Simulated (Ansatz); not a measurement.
**Nudged elastic band run: C2H6AlNSi**

The input (input.yaml):

```yaml
crystal:
  periodic: [false, false, false]
  atoms:
    - { symbol: C, position_ang: [-2.41907, -0.385185, -0.022197] }
    - { symbol: Al, position_ang: [-0.482686, -0.110118, 0.075634] }
    - { symbol: "N", position_ang: [0.614704, 0.105305, 1.581203] }
    - { symbol: C, position_ang: [1.751139, 0.301802, 0.996602] }
    - { symbol: Si, position_ang: [1.70192, 0.223911, -0.951934] }
    - { symbol: H, position_ang: [-2.707772, -0.994281, -0.886758] }
    - { symbol: H, position_ang: [-2.796017, -0.872658, 0.885006] }
    - { symbol: H, position_ang: [-2.939931, 0.577416, -0.116315] }
    - { symbol: H, position_ang: [2.652242, 0.492395, 1.608528] }
    - { symbol: H, position_ang: [2.152872, 1.481077, -1.625576] }
    - { symbol: H, position_ang: [2.537999, -0.876664, -1.523494] }
basis:
  gaussian: { orbitals: "6-31G*" }
hamiltonian:
  xc: b3lyp
  dispersion: d4
neb:
  order_check: false
  images: 7
  f_tol: 0.03
  max_iterations: 60
  initial_path: idpp
  spring: 50.0
  final_atoms:
    - { symbol: C, position_ang: [-2.42032823, -0.37317749, -0.02565328] }
    - { symbol: Al, position_ang: [-0.48304784, -0.10875899, 0.07152226] }
    - { symbol: "N", position_ang: [0.65759402, -0.18608206, 1.55826439] }
    - { symbol: C, position_ang: [1.78207051, 0.09607045, 0.98573021] }
    - { symbol: Si, position_ang: [1.67459344, 0.40620718, -0.93704398] }
    - { symbol: H, position_ang: [-2.7697223, -1.03621417, 0.775075] }
    - { symbol: H, position_ang: [-2.94670261, 0.5840653, 0.09031924] }
    - { symbol: H, position_ang: [-2.73208147, -0.79869029, -0.9866227] }
    - { symbol: H, position_ang: [2.70521967, 0.14426116, 1.59270389] }
    - { symbol: H, position_ang: [2.11599319, 1.77293729, -1.35578417] }
    - { symbol: H, position_ang: [2.48181162, -0.55761837, -1.74781186] }
```

Run as:

```bash
$ ansatz run input.yaml --threads 2 --pin off --max-ram 3072MiB --backend cpu --events-out ev --progress --plain --runs-dir out
```

Output, in part (warnings, iteration lines, the closing report on the highest movable image, with atoms numbered from 0):

```
NEB end point (image 0): max|allowed force component| = 1.340e-2 eV/Å (the criterion of neb.relax_end_points is 1.000e-2)
NEB end point (image 8): max|allowed force component| = 5.540e-3 eV/Å (the criterion of neb.relax_end_points is 1.000e-2)
NEB iter   1: max|band force component| = 2.332e-1 eV/Å  barrier→ = 0.0035 eV  barrier← = 0.0035 eV  CI = image 4  Δτ_max = 0.0196 Å  (253 SCF iters)
NEB iter   2: max|band force component| = 2.303e-1 eV/Å  barrier→ = 0.0011 eV  barrier← = 0.0010 eV  CI = image 3  Δτ_max = 0.0430 Å  (191 SCF iters)
NEB iter   3: max|band force component| = 4.018e-1 eV/Å  barrier→ = 0.0102 eV  barrier← = 0.0101 eV  CI = image 5  Δτ_max = 0.0214 Å  (212 SCF iters)
NEB iter   4: max|band force component| = 1.946e-1 eV/Å  barrier→ = 0.0022 eV  barrier← = 0.0022 eV  CI = image 5  Δτ_max = 0.0193 Å  (199 SCF iters)
NEB iter   5: max|band force component| = 6.177e-1 eV/Å  barrier→ = 0.0006 eV  barrier← = 0.0005 eV  CI = image 2  Δτ_max = 0.0203 Å  (169 SCF iters)
NEB iter   6: max|band force component| = 2.514e-2 eV/Å  barrier→ = 0.0005 eV  barrier← = 0.0005 eV  CI = image 2  Δτ_max = 0.0000 Å  (371 SCF iters)
Total energy: -18136.12823809 eV, -666.4904196405 hartree
Atom 0 at    -2.421956    -0.362704    -0.023504 Å, force     0.002112    -0.003268    -0.001807 eV/Å
Atom 1 at    -0.483057    -0.110295     0.078335 Å, force    -0.001968     0.003301     0.005034 eV/Å
Atom 2 at     0.659250    -0.183132     1.564236 Å, force    -0.000363     0.000014    -0.001919 eV/Å
Atom 3 at     1.781403     0.106837     0.990977 Å, force     0.002933    -0.000505     0.000239 eV/Å
Atom 4 at     1.674427     0.394689    -0.935145 Å, force    -0.001461     0.000010    -0.001233 eV/Å
Atom 5 at    -2.679416    -1.213369    -0.667828 Å, force     0.000138     0.000408    -0.000418 eV/Å
Atom 6 at    -2.851469    -0.548200     0.967918 Å, force    -0.000707     0.000291    -0.000041 eV/Å
Atom 7 at    -2.917615     0.519255    -0.448972 Å, force    -0.000415     0.000723    -0.000240 eV/Å
Atom 8 at     2.702712     0.171213     1.598959 Å, force    -0.000397    -0.000366     0.000185 eV/Å
Atom 9 at     2.120519     1.753138    -1.375875 Å, force    -0.000052    -0.000212    -0.000168 eV/Å
Atom 10 at     2.480604    -0.584432    -1.728402 Å, force     0.000181    -0.000395     0.000368 eV/Å
Dipole moment:    -0.266655     0.010695    -0.298727 e Å
```

The forces met the threshold. The top lies less than 8 meV above the higher end, about what the thresholds resolve: that end is a shoulder or a very shallow well. Another band between the same ends (7 images) ends at a top of the same energy, where a vibrational analysis finds no clearly imaginary modes.

Final band (atoms are numbered from 1 in the order of the input):

```
image  path coordinate (Å)  energy (kcal/mol)  dihedral H6–C1–Al2–N3 (°)
    0                 0.00                0.0                       -149
    1                 0.41                0.0                       -134
    2                 0.82                0.0                       -119
    3                 1.25                0.0                       -103
    4                 1.67                0.0                        -88
    5                 2.09                0.0                        -73
    6                 2.52                0.0                        -57
    7                 2.94                0.0                        -42
    8                 3.36                0.0                        -27
```

The run took 110 s on 2 threads of Intel(R) Xeon(R) Platinum 8488C (Sapphire Rapids) (shared host), peak memory 0.22 GiB.
